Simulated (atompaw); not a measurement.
**Reading a pseudo-wave (Ti)**

Columns: radius, all-electron u(r) and pseudo u(r) of the 3s shell (level -62.63 eV) of titanium in the configuration [Ne] 3s2 3p6 3d2 4s2 4p0; PBE, scalar-relativistic, PAW (atompaw) scheme, atompaw 4.2.0.5.

| r (bohr) | all-electron | pseudo |
| --- | --- | --- |
| 0.106 | -0.1168 | 0.2910 |
| 0.212 | -0.5790 | 0.5640 |
| 0.317 | -0.3669 | 0.8011 |
| 0.423 | 0.1053 | 0.9940 |
| 0.529 | 0.5519 | 1.1320 |
| 0.635 | 0.8699 | 1.2118 |
| 0.740 | 1.0469 | 1.2352 |
| 0.846 | 1.1106 | 1.2092 |
| 0.952 | 1.0925 | 1.1432 |
| 1.058 | 1.0233 | 1.0489 |
| 1.163 | 0.9274 | 0.9395 |
| 1.269 | 0.8197 | 0.8242 |
| 1.375 | 0.7114 | 0.7123 |
| 1.481 | 0.6089 | 0.6089 |
| 1.587 | 0.5156 | 0.5156 |
| 1.692 | 0.4336 | 0.4336 |
| 1.798 | 0.3616 | 0.3616 |
| 1.904 | 0.2999 | 0.2999 |
| 2.010 | 0.2475 | 0.2475 |
| 2.115 | 0.2040 | 0.2040 |
| 2.221 | 0.1672 | 0.1672 |
| 2.327 | 0.1368 | 0.1368 |
| 2.433 | 0.1116 | 0.1116 |
| 2.538 | 0.0911 | 0.0911 |
| 2.644 | 0.0741 | 0.0741 |
| 2.750 | 0.0602 | 0.0602 |

Task: How many radial nodes do the two functions have?

Result: The all-electron 3s function has n − l − 1 = 2 (the table is too coarse to show those close to the nucleus); the pseudo-wave has 0, since the states of the same l below it are removed with the core.

Task: At about which radius was the pseudo-wave matched?

Result: 1.50 bohr, where the columns begin to agree (steps of 0.11 bohr).

Task: Is the pseudo-wave norm-conserving?

Result: No, it belongs to a PAW set: the norm inside the radius is not constrained, and the difference is carried by the augmentation charge.
